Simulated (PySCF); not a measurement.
Si(F)(OH)(OMe)(NH2) (CH6FNO2Si), SMILES CO[Si](N)(O)F. Atoms are numbered in the order given.

```xyz
12

C      2.1253     0.1862     0.8099
O      0.9655    -0.5877     0.6494
Si    -0.3839    -0.0584    -0.1293
N     -0.9498     1.4462     0.4181
O     -1.4841    -1.2651     0.0346
F     -0.0163     0.1864    -1.6881
H      1.8828     1.2361     1.0511
H      2.7454     0.1749    -0.1031
H      2.7215    -0.2314     1.6354
H     -1.2153     2.1564    -0.2527
H     -1.4582     1.5334     1.2888
H     -1.1089    -2.1467     0.1243
```

Geometry: PBE0-D3(BJ)/def2-SVP. The structure was generated by enumeration, and PubChem lists no compound with its InChIKey, so it may never have been made. Other conformers were not sampled.

Vertical ionisation energy (IE) and electron affinity (EA) in eV. Rows of orbital energies are one-electron estimates. Where ΔSCF, EOM or ADC give a negative EA the extra electron is unbound and the value depends on the basis.

| level | IE | EA |
|---|---|---|
| −ε(HOMO), −ε(LUMO), CAM-B3LYP/def2-TZVP (PySCF) | 9.50 | -1.44 |
| −ε(HOMO), −ε(LUMO), PBE/def2-TZVP (PySCF) | 6.47 | 0.22 |
